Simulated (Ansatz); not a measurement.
Geometry optimisation, RKS r2SCAN-D4/def2-SVP (Ansatz).

Input:

```yaml
crystal:
  periodic: [false, false, false]
  atoms:
    - { symbol: C, position_ang: [-1.0284, 0.5405, -0.7864] }
    - { symbol: Si, position_ang: [-0.214, -0.8344, 0.0561] }
    - { symbol: B, position_ang: [0.9613, -0.2192, 1.5372] }
    - { symbol: P, position_ang: [1.9006, -0.8268, -0.1786] }
    - { symbol: H, position_ang: [-1.2889, 0.2975, -1.8674] }
    - { symbol: H, position_ang: [-2.0295, 0.8192, -0.2745] }
    - { symbol: H, position_ang: [-0.4064, 1.4909, -0.7768] }
    - { symbol: H, position_ang: [-0.8495, -2.0972, 0.2888] }
    - { symbol: H, position_ang: [1.1196, 0.26, 2.6724] }
    - { symbol: H, position_ang: [1.9184, 0.5184, -0.6678] }
basis:
  gaussian: { orbitals: def2-SVP }
hamiltonian:
  xc: r2scan
  dispersion: d4
relax:
  f_tol: 0.02
  max_steps: 50
```

Run as:

```bash
$ ansatz run input.yaml --threads 2 --pin off --max-ram 3072MiB --backend cpu --events-out ev --progress --plain --runs-dir out
```

Question: Where does it end, and by what steps?

Answer: The forces met the threshold. After 14 steps the energy has fallen by 0.817 eV; H10 moved furthest, 1.13 Å.

```json
{"step": "0", "energy less start (eV)": "0.0000", "largest force component (eV/Å)": "2.428", "accepted": "yes"}
{"step": "1", "energy less start (eV)": "-0.5740", "largest force component (eV/Å)": "0.802", "accepted": "yes"}
{"step": "2", "energy less start (eV)": "-0.6707", "largest force component (eV/Å)": "0.221", "accepted": "yes"}
{"step": "3", "energy less start (eV)": "-0.7132", "largest force component (eV/Å)": "0.409", "accepted": "yes"}
{"step": "4", "energy less start (eV)": "-0.7526", "largest force component (eV/Å)": "0.400", "accepted": "yes"}
{"step": "5", "energy less start (eV)": "-0.7770", "largest force component (eV/Å)": "0.560", "accepted": "yes"}
{"step": "6", "energy less start (eV)": "-0.7930", "largest force component (eV/Å)": "0.428", "accepted": "yes"}
{"step": "7", "energy less start (eV)": "-0.7928", "largest force component (eV/Å)": "0.384", "accepted": "no"}
{"step": "8", "energy less start (eV)": "-0.8103", "largest force component (eV/Å)": "0.091", "accepted": "yes"}
{"step": "9", "energy less start (eV)": "-0.8144", "largest force component (eV/Å)": "0.069", "accepted": "yes"}
{"step": "10", "energy less start (eV)": "-0.7939", "largest force component (eV/Å)": "0.417", "accepted": "no"}
{"step": "11", "energy less start (eV)": "-0.8164", "largest force component (eV/Å)": "0.023", "accepted": "yes"}
{"step": "12", "energy less start (eV)": "-0.8169", "largest force component (eV/Å)": "0.020", "accepted": "yes"}
{"step": "13", "energy less start (eV)": "-0.8160", "largest force component (eV/Å)": "0.090", "accepted": "no"}
{"step": "14", "energy less start (eV)": "-0.8171", "largest force component (eV/Å)": "0.009", "accepted": "yes"}
```

```xyz
10
Properties=species:S:1:pos:R:3
C -1.324 0.608 -0.764
Si -0.312 -0.681 0.152
B 1.035 -0.198 1.475
P 1.968 -0.983 0.077
H -1.353 0.392 -1.844
H -2.362 0.603 -0.391
H -0.910 1.616 -0.618
H -0.811 -2.064 -0.096
H 1.272 0.612 2.328
H 2.881 0.044 -0.316
```

Whether the end is a true minimum wasn't checked by a vibrational analysis.

The run took 51 s on 2 threads of Arm Neoverse V1, with other jobs on the host, peak memory 0.16 GiB.
